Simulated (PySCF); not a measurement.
Species: C₈H₁₈O.
Numbering: `[CH3:1][CH2:2][C@@H:3]([CH3:4])[CH2:5][C@H:6]([OH:7])[CH2:8][CH3:9]` (hydrogens: H10, H11, H12 on C1; H13, H14 on C2; H15 on C3; H16, H17, H18 on C4; H19, H20 on C5; H21 on C6; H22 on O7; H23, H24 on C8; H25, H26, H27 on C9)

Computed by this run: PySCF, PBE0-D3(BJ)/def2-SVP geometry optimisation, gas phase; density fitting, grid level 1; the optimiser is geomeTRIC in internal coordinates, started from a GFN2-xTB structure.

Step 0: E = -10617.6265 eV
```
atom  x, y, z in Å  |  force x, y, z in eV/Å
C1      2.8244   -1.4694    0.2212   -0.020   0.594  -0.339
C2      2.5765   -0.0791   -0.3537   -0.393  -0.364   0.598
C3      1.2756    0.5645    0.1451    0.174   0.188  -0.727
C4      1.3126    2.0727   -0.0953   -0.069  -0.637   0.248
C5      0.0529   -0.0621   -0.5365   -0.074   0.479   0.980
C6     -1.2504    0.1539    0.2463    0.145  -0.828  -0.449
O7     -1.1480   -0.3465    1.5619   -0.039   0.049   0.075
C8     -2.4360   -0.4781   -0.4968   -0.142   0.624   0.818
C9     -3.7586   -0.1883    0.2021    0.486  -0.258  -0.365
H10     3.7689   -1.8673   -0.1435    0.363  -0.254  -0.099
H11     2.0375   -2.1645   -0.0623   -0.316  -0.350  -0.081
H12     2.8668   -1.4265    1.3075    0.029  -0.051   0.466
H13     3.4138    0.5631   -0.0722    0.298   0.240  -0.002
H14     2.5557   -0.1313   -1.4449    0.061   0.082  -0.406
H15     1.1896    0.3878    1.2227   -0.044  -0.094   0.256
H16     0.3997    2.5426    0.2604   -0.378   0.313   0.117
H17     1.4220    2.2879   -1.1568    0.047   0.132  -0.452
H18     2.1511    2.5211    0.4329    0.329   0.259   0.201
H19     0.2045   -1.1398   -0.6390   -0.024  -0.393  -0.114
H20    -0.0596    0.3539   -1.5394   -0.007   0.060  -0.407
H21    -1.4390    1.2239    0.3760   -0.042   0.308  -0.048
H22    -0.9838   -1.2955    1.5088    0.011   0.012  -0.050
H23    -2.4616   -0.0935   -1.5177    0.038   0.036  -0.396
H24    -2.2800   -1.5600   -0.5503    0.148  -0.345  -0.118
H25    -3.7062   -0.5002    1.2424   -0.005  -0.096   0.414
H26    -4.5734   -0.7200   -0.2835   -0.414  -0.161  -0.145
H27    -3.9748    0.8771    0.1769   -0.162   0.454   0.026
```

**Question.** Estimate the geometry and energy of step 1. (The exact step hangs on the optimiser's Hessian estimate; all steps are aligned on step 0, rigid shifts and turns removed.)

**Answer.** E = -10617.7041 eV, largest force 0.196 eV/Å
```
atom  x, y, z in Å  |  force x, y, z in eV/Å
C1      2.8468   -1.4773    0.1813   -0.005  -0.083   0.062
C2      2.5901   -0.0751   -0.3425    0.048   0.060  -0.111
C3      1.2872    0.5618    0.1485   -0.039  -0.057   0.126
C4      1.2984    2.0670   -0.0807    0.017   0.083  -0.015
C5      0.0621   -0.0902   -0.4942   -0.016  -0.040  -0.164
C6     -1.2546    0.1584    0.2311   -0.049   0.144   0.124
O7     -1.1909   -0.2766    1.5748    0.018   0.000  -0.021
C8     -2.4458   -0.4618   -0.4917    0.075  -0.094  -0.142
C9     -3.7714   -0.1951    0.1952   -0.063   0.042   0.065
H10     3.7975   -1.8841   -0.1978   -0.021   0.019   0.003
H11     2.0532   -2.1849   -0.1107    0.028   0.025   0.006
H12     2.9000   -1.4791    1.2832   -0.001  -0.018  -0.038
H13     3.4341    0.5742   -0.0474   -0.042  -0.022  -0.006
H14     2.5919   -0.0797   -1.4501    0.009   0.014   0.059
H15     1.2105    0.3793    1.2376    0.004   0.019  -0.054
H16     0.3762    2.5497    0.2789    0.020  -0.022  -0.009
H17     1.4011    2.2994   -1.1555   -0.002  -0.003   0.035
H18     2.1426    2.5421    0.4447   -0.024  -0.010  -0.019
H19     0.2034   -1.1868   -0.5585    0.000   0.054   0.017
H20    -0.0299    0.2612   -1.5403    0.007  -0.050   0.062
H21    -1.4295    1.2488    0.3051    0.021  -0.073  -0.018
H22    -1.0174   -1.2254    1.5609    0.006  -0.009   0.007
H23    -2.4665   -0.0877   -1.5315    0.008  -0.027   0.056
H24    -2.2693   -1.5540   -0.5698   -0.019   0.061  -0.001
H25    -3.7274   -0.5140    1.2479   -0.008   0.014  -0.034
H26    -4.6023   -0.7255   -0.2946    0.026   0.010  -0.002
H27    -4.0098    0.8817    0.1882    0.001  -0.037   0.010
```

The energy changes by -0.0776 eV. The first-order estimate −F·Δx gives -0.1689 eV and the mean of the old and new forces, exact on a quadratic surface, -0.0769 eV. The step makes an angle of 78° with the force vector and moves no atom by more than 0.097 Å.

The cost below is that of the whole optimisation. Rough CPU time on one thread of a shared machine: about 8 min.
